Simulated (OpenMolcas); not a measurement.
Kr6+: effect of the IPEA shift

```json
{
  "Program": "OpenMolcas 26.06",
  "Basis": "ANO-RCC-VTZP [6s5p3d1f]",
  "Scalar Hamiltonian": "DKH2, point nucleus",
  "Active space": "2 electrons in 8 orbitals (4s 4p 5s 5p)",
  "State averaging": "2S+1 = 3 even, 3 roots; 2S+1 = 1 even, 6 roots; 2S+1 = 3 odd, 3 roots; 2S+1 = 1 odd, 3 roots",
  "Spin-orbit coupling": "RASSI with atomic mean-field integrals over the reference wave functions, term energies averaged over their components"
}
```

Methods on the same reference wave functions:
A. CASSCF
B. SS-CASPT2, IPEA 0 Eh, imaginary shift 0.1 Eh (closed shells correlated: 3d)
C. SS-CASPT2, IPEA 0.25 Eh, imaginary shift 0.1 Eh (closed shells correlated: 3d)

Energies in cm-1 above 4s2 1S0, the measured ground level; measured values from Saloman, J. Phys. Chem. Ref. Data 36, 215 (2007).

```
      Level       A       B       C  Measured
    4s2 1S0     0.0     0.0     0.0       0.0
4s 4p 3P* 0  115486  115099  115132    117390
4s 4p 3P* 1  118065  117643  117676    120095
4s 4p 3P* 2  123887  123500  123532    126553
4s 4p 1P* 1  182882  173659  173849    170835
```

Deviations, from unrounded energies. A percentage is the sum of absolute deviations over the sum of measured energies, with the sign that they share, or ± where signs differ.

```csv
Against measurement,Levels,A,B,C
mean absolute deviation (cm-1),4,4700,2700,2700
other configurations (%),4,±3.5,±2.0,±2.0
```

B, C lie about equally close to measurement and A furthest from it. The largest miss of B in the table is 4s 4p 3P* 2, by -3100 cm-1. The ranking rests on the paired levels alone, and a cruder setting can come out closer through cancelling errors.

Between B and C the level of the table that moves most is 4s 4p 1P* 1, by 190 cm-1 (lowest in B, highest in C).

The lowest spin-free term lies below A's lowest term by 0.042 hartree in B, 0.042 hartree in C.

Over all roots computed the reference weight is 0.93 to 1.00 in B, 0.93 to 1.00 in C; the roots of lowest weight are the least certain, and an intruder state may touch them. Active for correlation alone: 5p 5s; no level in the range computed is led by a configuration that fills them, so any true level of that kind is missing. Measured partners are found by configuration, term and J. A level has none where our copy of the source lacks it or the pairing is in doubt (some pairs that miss far off the trend of their configuration count as doubtful), and it then counts in no deviation. Only configurations of the active space appear. The table leaves out levels that lie high or whose names do not pair safely across all columns.

* marks odd parity.
